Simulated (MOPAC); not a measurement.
MOPAC input (PM3):

```
PM3 FORCE THERMO(298,298) PRECISE LET UHF MS=0.5 GEO-OK AUX(PRECISION=9) THREADS=1
CH3Br2Ge

C    -2.38016181 1   -0.42035215 1   -0.06163405 1
Ge   -0.52776155 1   -0.09329163 1   -0.36227108 1
Br    0.91076018 1   -1.76298859 1    0.19435273 1
Br    0.25163645 1    1.96833749 1    0.19378183 1
H    -2.67693770 1   -1.37322907 1   -0.50959544 1
H    -2.61046672 1   -0.46066677 1    1.00665335 1
H    -2.98533086 1    0.37294317 1   -0.51017032 1
```

From the output:

```
     H    7   5.653758

          HEAT OF FORMATION =     -31.654459 KCALS/MOLE

          ZERO POINT ENERGY      23.686 KCAL/MOL

           NORMAL COORDINATE ANALYSIS (Total motion = 1 Angstrom)

   Root No.       1         2         3         4         5         6         7         8

                 1 A"      1 A'      2 A'      2 A"      3 A'      3 A"      4 A'      5 A'

                  51.9      69.7      84.5     127.5     144.5     161.5     619.3     834.9

           1   -0.0000   -0.0502    0.0407    0.0000    0.1140   -0.0000    0.2915   -0.0043
           2   -0.0048    0.0387    0.0544    0.1709    0.0307   -0.0499    0.0001   -0.0237
           3   -0.0018   -0.1007   -0.1419    0.0656   -0.0801   -0.0191   -0.0002    0.0619
           4    0.0000   -0.0503    0.0470   -0.0000    0.1280    0.0000   -0.0543    0.0003
           5    0.0003   -0.0421   -0.0222   -0.0104    0.0191    0.2082   -0.0000    0.0021
           6    0.0001    0.1098    0.0578   -0.0040   -0.0498    0.0799    0.0001   -0.0056
           7    0.0008    0.0276   -0.0252   -0.0269   -0.0690   -0.0437   -0.0013    0.0003
           8   -0.0008   -0.0659    0.0460   -0.0141   -0.1039   -0.1017   -0.0005    0.0000
           9    0.0031   -0.0707    0.0038    0.0002   -0.0050   -0.0002    0.0000    0.0000
          10   -0.0008    0.0276   -0.0252    0.0269   -0.0690    0.0437   -0.0013    0.0003
          11    0.0015    0.0963   -0.0367   -0.0104    0.0806   -0.0757    0.0003   -0.0001
          12   -0.0029   -0.0084   -0.0280   -0.0096    0.0658   -0.0679    0.0003   -0.0000
          13   -0.0077   -0.1125   -0.0194    0.1092    0.1056   -0.1513    0.2031   -0.2173
          14    0.2486    0.0548    0.0715    0.2326    0.0363   -0.1289   -0.0026    0.0486
          15   -0.2102   -0.1435   -0.1852    0.0696   -0.0907   -0.0292   -0.0204   -0.1111
          16   -0.0000    0.0714    0.1659    0.0000    0.1512   -0.0000    0.2431    0.4131
          17   -0.3141    0.0558    0.0721    0.1986    0.0359   -0.0936   -0.0004    0.0418
          18   -0.1206   -0.1454   -0.1879    0.0762   -0.0935   -0.0359    0.0011   -0.1090
          19    0.0077   -0.1125   -0.0194   -0.1092    0.1056    0.1513    0.2031   -0.2173
          20    0.0442    0.0553    0.0708    0.2194    0.0337   -0.1154    0.0156    0.0382
          21    0.3226   -0.1433   -0.1854    0.1039   -0.0917   -0.0646   -0.0135   -0.1151

   Root No.       9        10        11        12        13        14        15

                 4 A"      6 A'      7 A'      5 A"      8 A'      6 A"      9 A'

                 867.1    1328.7    1384.4    1389.4    3138.3    3139.2    3227.7

           1   -0.0000   -0.0567    0.0003   -0.0000   -0.0001   -0.0000   -0.0232
           2   -0.0681   -0.0003    0.0154   -0.0390    0.0182   -0.0534    0.0002
           3   -0.0261    0.0008   -0.0401   -0.0150   -0.0474   -0.0205   -0.0005
           4    0.0000   -0.0030    0.0000   -0.0000    0.0000   -0.0000   -0.0005
           5    0.0066    0.0000    0.0001   -0.0004    0.0001   -0.0002   -0.0000
           6    0.0026   -0.0000   -0.0003   -0.0001   -0.0002   -0.0001    0.0000
           7    0.0005    0.0001   -0.0000   -0.0000   -0.0000    0.0000    0.0000
           8   -0.0001    0.0001   -0.0000    0.0000   -0.0000    0.0000    0.0000
           9    0.0000   -0.0000    0.0000   -0.0000   -0.0000    0.0000   -0.0000
          10   -0.0005    0.0001   -0.0000    0.0000   -0.0000   -0.0000    0.0000
          11   -0.0000   -0.0000    0.0000    0.0000    0.0000    0.0000   -0.0000
          12   -0.0001   -0.0000    0.0000    0.0000    0.0000    0.0000   -0.0000
          13    0.3773    0.2903   -0.0813   -0.1431   -0.0876   -0.1655    0.1004
          14    0.1141    0.0706   -0.3193    0.1227    0.1576    0.2565   -0.1914
          15    0.0298    0.0879    0.2066   -0.1861    0.1614    0.3404   -0.2384
          16    0.0000    0.2942    0.1600    0.0000    0.1761   -0.0000    0.1095
          17    0.1197    0.0425    0.0286    0.3996   -0.1542   -0.0263   -0.1126
          18    0.0459   -0.1109   -0.0747    0.1534    0.4018   -0.0101    0.2934
          19   -0.3773    0.2903   -0.0812    0.1431   -0.0876    0.1655    0.1005
          20    0.1048   -0.1113    0.0991   -0.0334   -0.2251    0.4184    0.3017
          21    0.0542    0.0181    0.3672    0.2204    0.0145   -0.0814   -0.0491

           MASS-WEIGHTED COORDINATE ANALYSIS (NORMAL COORDINATES)

   Root No.       1         2         3         4         5         6         7         8

                 1 A"      1 A'      2 A'      2 A"      3 A'      3 A"      4 A'      5 A'

                  51.9      69.7      84.5     127.5     144.5     161.5     619.3     834.9

           1   -0.0000   -0.0991    0.1225    0.0001    0.1926   -0.0000    0.8604   -0.0244
           2   -0.0290    0.0764    0.1638    0.6852    0.0519   -0.0725    0.0002   -0.1360
           3   -0.0111   -0.1991   -0.4268    0.2630   -0.1353   -0.0278   -0.0007    0.3543
           4    0.0000   -0.2447    0.3476   -0.0000    0.5317    0.0001   -0.3942    0.0044
           5    0.0047   -0.2047   -0.1642   -0.1023    0.0793    0.7435   -0.0003    0.0302
           6    0.0018    0.5333    0.4278   -0.0393   -0.2068    0.2853    0.0009   -0.0786
           7    0.0130    0.1407   -0.1956   -0.2780   -0.3007   -0.1636   -0.0101    0.0047
           8   -0.0125   -0.3360    0.3571   -0.1459   -0.4531   -0.3809   -0.0035    0.0007
           9    0.0488   -0.3604    0.0294    0.0021   -0.0220   -0.0008    0.0001    0.0003
          10   -0.0130    0.1408   -0.1956    0.2779   -0.3007    0.1636   -0.0101    0.0047
          11    0.0234    0.4908   -0.2850   -0.1071    0.3515   -0.2836    0.0025   -0.0008
          12   -0.0446   -0.0430   -0.2170   -0.0992    0.2868   -0.2543    0.0024   -0.0003
          13   -0.0135   -0.0644   -0.0169    0.1268    0.0517   -0.0637    0.1737   -0.3606
          14    0.4345    0.0314    0.0623    0.2701    0.0178   -0.0542   -0.0022    0.0807
          15   -0.3673   -0.0822   -0.1613    0.0808   -0.0444   -0.0123   -0.0175   -0.1844
          16   -0.0000    0.0409    0.1446    0.0000    0.0740   -0.0000    0.2079    0.6853
          17   -0.5490    0.0319    0.0628    0.2306    0.0176   -0.0394   -0.0004    0.0693
          18   -0.2107   -0.0832   -0.1637    0.0885   -0.0458   -0.0151    0.0009   -0.1808
          19    0.0135   -0.0644   -0.0169   -0.1268    0.0517    0.0637    0.1737   -0.3606
          20    0.0772    0.0316    0.0617    0.2549    0.0165   -0.0485    0.0133    0.0634
          21    0.5637   -0.0821   -0.1616    0.1207   -0.0449   -0.0272   -0.0115   -0.1910

   Root No.       9        10        11        12        13        14        15

                 4 A"      6 A'      7 A'      5 A"      8 A'      6 A"      9 A'

                 867.1    1328.7    1384.4    1389.4    3138.3    3139.2    3227.7

           1   -0.0000   -0.3388    0.0015   -0.0000   -0.0007   -0.0000   -0.1404
           2   -0.3737   -0.0018    0.0889   -0.2297    0.1042   -0.2722    0.0011
           3   -0.1434    0.0047   -0.2316   -0.0881   -0.2714   -0.1045   -0.0029
           4    0.0000   -0.0433    0.0000   -0.0000    0.0003   -0.0000   -0.0073
           5    0.0896    0.0000    0.0017   -0.0051    0.0009   -0.0023   -0.0000
           6    0.0344   -0.0000   -0.0044   -0.0019   -0.0024   -0.0009    0.0000
           7    0.0071    0.0013   -0.0001   -0.0000   -0.0001    0.0001    0.0001
           8   -0.0008    0.0009   -0.0001    0.0002   -0.0000    0.0000    0.0001
           9    0.0006   -0.0002    0.0001   -0.0000   -0.0000    0.0000   -0.0000
          10   -0.0071    0.0013   -0.0001    0.0000   -0.0001   -0.0001    0.0001
          11   -0.0002   -0.0006    0.0000    0.0001    0.0000    0.0000   -0.0001
          12   -0.0010   -0.0007    0.0001    0.0001    0.0000    0.0000   -0.0001
          13    0.5995    0.5027   -0.1361   -0.2438   -0.1452   -0.2445    0.1764
          14    0.1813    0.1223   -0.5349    0.2090    0.2612    0.3791   -0.3361
          15    0.0474    0.1522    0.3460   -0.3172    0.2674    0.5031   -0.4186
          16    0.0000    0.5093    0.2680    0.0001    0.2918   -0.0000    0.1922
          17    0.1902    0.0736    0.0480    0.6809   -0.2556   -0.0388   -0.1977
          18    0.0730   -0.1920   -0.1251    0.2613    0.6659   -0.0149    0.5152
          19   -0.5994    0.5027   -0.1360    0.2438   -0.1452    0.2446    0.1764
          20    0.1666   -0.1928    0.1660   -0.0569   -0.3730    0.6183    0.5299
          21    0.0861    0.0313    0.6150    0.3756    0.0240   -0.1203   -0.0863

          DESCRIPTION OF VIBRATIONS

 VIBRATION          1    1A"         ATOM PAIR     ENERGY CONTRIBUTION    RADIAL
 FREQUENCY            51.86         C 1 -- H 6         +33.9% (999.0%)      0.0%
 TRANSITION DIPOLE   0.0009         C 1 -- H 7         +33.0% (999.0%)      0.1%
 TRAVEL (Ang.)       0.0000         C 1 -- H 5         +33.0% (999.0%)      0.1%
 REDUCED MASS        0.3332
 EFFECTIVE MASS      3.6188
 FORCE CONSTANT      0.0005

 VIBRATION          2    1A'         ATOM PAIR     ENERGY CONTRIBUTION    RADIAL
 FREQUENCY            69.70         C 1 -- Ge2         +28.4% (354.4%)      3.3%
 TRANSITION DIPOLE   0.6992         C 1 -- H 5         +24.6% (330.0%)     12.9%
 TRAVEL (Ang.)       0.2103         C 1 -- H 7         +24.6% (330.0%)     12.9%
 REDUCED MASS       21.8806         C 1 -- H 6         +14.7% (255.4%)     79.3%
 EFFECTIVE MASS    193.8841
 FORCE CONSTANT      0.0626

 VIBRATION          3    2A'         ATOM PAIR     ENERGY CONTRIBUTION    RADIAL
 FREQUENCY            84.51         C 1 -- Ge2         +29.5% (579.3%)      5.7%
 TRANSITION DIPOLE   0.1812         C 1 -- H 5         +23.2% (513.9%)     33.3%
 TRAVEL (Ang.)       0.2479         C 1 -- H 7         +23.2% (513.9%)     33.3%
 REDUCED MASS       12.9852         C 1 -- H 6         +21.6% (495.7%)     91.5%
 EFFECTIVE MASS    304.6961
 FORCE CONSTANT      0.0546

 VIBRATION          4    2A"         ATOM PAIR     ENERGY CONTRIBUTION    RADIAL
 FREQUENCY           127.45         C 1 -- Ge2         +30.0% (601.6%)      0.0%
```
